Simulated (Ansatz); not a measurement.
AlBH5NO (`OB[NH][AlH2]`). Charge 0, multiplicity 1. The structure was optimised at the PBE0-D4/def2-TZVP level. It is one conformer, not always the lowest.

```xyz
9

O    -0.955    1.654    0.175
B     0.307    1.291   -0.195
N     0.749   -0.066   -0.231
Al   -0.172   -1.545    0.172
H    -1.527    0.917    0.411
H     1.047    2.185   -0.496
H     1.710   -0.164   -0.526
H     0.516   -2.962    0.062
H    -1.674   -1.311    0.627
```

(1) What is the dipole moment at ωB97M-V/def2-TZVPP? (An estimate is asked.)

(2) And with PBE, r2SCAN, B3LYP? (Estimate.)

(3) Give the Mulliken charges with ωB97M-V, B3LYP, PBE in def2-TZVPP. (Estimate.)

## Answers

(1) Ansatz gave: 2.26 D, with components (0.55, -2.19, -0.01) D in this frame, pointing from negative to positive charge.

(2) Ansatz gave: PBE 2.15 D, r2SCAN 2.18 D, B3LYP 2.24 D.

(3) Ansatz gave: 
```tsv
atom	ωB97M-V	B3LYP	PBE
O1	-0.31	-0.30	-0.26
B2	0.10	0.11	0.07
N3	-0.27	-0.24	-0.20
Al4	0.39	0.43	0.34
H5	0.18	0.18	0.18
H6	0.03	-0.01	-0.02
H7	0.11	0.14	0.15
H8	-0.10	-0.13	-0.11
H9	-0.14	-0.17	-0.15
```

B3LYP here is the variant with VWN-RPA as its local correlation; programs differ in this.
